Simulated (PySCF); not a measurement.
Identify the unknown among the candidates.

All candidates are C7H10P2.

* NMR, other nuclei: isotropic shieldings of nuclei other than C and H, by class: 436 (1 P), 528 (1 P) ppm [GIAO PBE0/pcSseg-1]
* Rotational structure: rotational constants A, B, C: 2.160, 0.675, 0.603 GHz [GFN2-xTB]
* 13C NMR: chemical shifts (computed TMS as zero) by class: 144.6 (1 C), 142.3 (1 C), 141.8 (1 C), 136.2 (1 C), 134.5 (1 C), 134.0 (1 C), 24.0 (1 C) ppm [GIAO PBE0/pcSseg-1]
* Dipole: 1.11 D [PBE0/pcSseg-1]
* 1H NMR: chemical shifts (computed TMS as zero) by class: 7.90 (1 H), 7.53 (1 H), 7.50 (1 H), 7.37 (1 H), 3.98 (1 H), 2.50 (3 H), 2.46 (2 H) ppm [GIAO PBE0/pcSseg-1]

Gas-phase values; electronic properties from PySCF, density fitting. Levels stand in brackets. Isolated species at its GFN2-xTB geometry (one conformer only). NMR values are class means; diastereotopic atoms form classes of their own.

Question: Which candidate is it?
A. `CCc1cpc(C)cp1`
B. `Cc1cccc(PP)c1`
C. `CC(C)c1cpccp1`

Answer: B. It is `Cc1cccc(PP)c1`. Numbering: `[CH3:1][c:2]1[cH:3][cH:4][cH:5][c:6]([PH:7][PH2:8])[cH:9]1`. 7 carbons fall into 7 classes; from least to most shielded: substituted aromatic carbon [C2] (144.6 ppm), aromatic CH carbon [C9] (142.3 ppm), substituted aromatic carbon [C6] (141.8 ppm), aromatic CH carbon [C5] (136.2 ppm), aromatic CH carbon [C3] (134.5 ppm), aromatic CH carbon [C4] (134.0 ppm), benzylic-type carbon [C1] (24.0 ppm). Hydrogen classes from least to most shielded: 1 H on an aromatic CH carbon, C9 (7.90 ppm), 1 H on an aromatic CH carbon, C5 (7.53 ppm), 1 H on an aromatic CH carbon, C4 (7.50 ppm), 1 H on an aromatic CH carbon, C3 (7.37 ppm), 1 H on a three-coordinate phosphorus, P7 (3.98 ppm), 3 H on a benzylic-type carbon, C1 (2.50 ppm, a mean of values up to 0.6 ppm apart in this geometry), 2 H on a three-coordinate phosphorus, P8 (2.46 ppm). The other shieldings belong to: 436 ppm, three-coordinate phosphorus [P7]; 528 ppm, three-coordinate phosphorus [P8]. The optimised geometry has point group C1 and is an asymmetric top.

The others, at the same levels:
- `CC(C)c1cpccp1` fails: it has 6 carbon classes against 7; its computed 13C shifts are 194.2 (1 C), 169.4 (1 C), 164.4 (1 C), 162.1 (1 C), 44.2 (1 C), 27.7 (2 C) ppm, 1H shifts are 9.72 (1 H), 9.71 (1 H), 9.63 (1 H), 3.45 (1 H), 1.44 (6 H) ppm and rotational constant A is 1.887 GHz (against 2.160 GHz).
- `CCc1cpc(C)cp1` fails: its computed 13C shifts are 186.8 (1 C), 178.5 (1 C), 168.7 (1 C), 166.4 (1 C), 41.1 (1 C), 29.6 (1 C), 26.2 (1 C) ppm, 1H shifts are 9.64 (1 H), 9.45 (1 H), 3.15 (2 H), 3.02 (3 H), 1.36 (3 H) ppm and rotational constant A is 2.251 GHz (against 2.160 GHz).

Each candidate is one conformer, not necessarily the lowest. Dipoles, sizes and rotational constants follow the conformer. The torsions of the flexible species, by atom-mapped SMILES:
- `[CH3:1][c:2]1[cH:3][cH:4][cH:5][c:6]([PH:7][PH2:8])[cH:9]1`: C5–C6–P7–P8 -95°, H–P8–P7–C6 81°, H–P8–P7–C6 173°
- `[CH3:1][CH:2]([CH3:3])[c:4]1[cH:5][p:6][cH:7][cH:8][p:9]1`: C1–C2–C4–C5 -61°
- `[CH3:1][CH2:2][c:3]1[cH:4][p:5][c:6]([CH3:7])[cH:8][p:9]1`: C1–C2–C3–C4 -87°
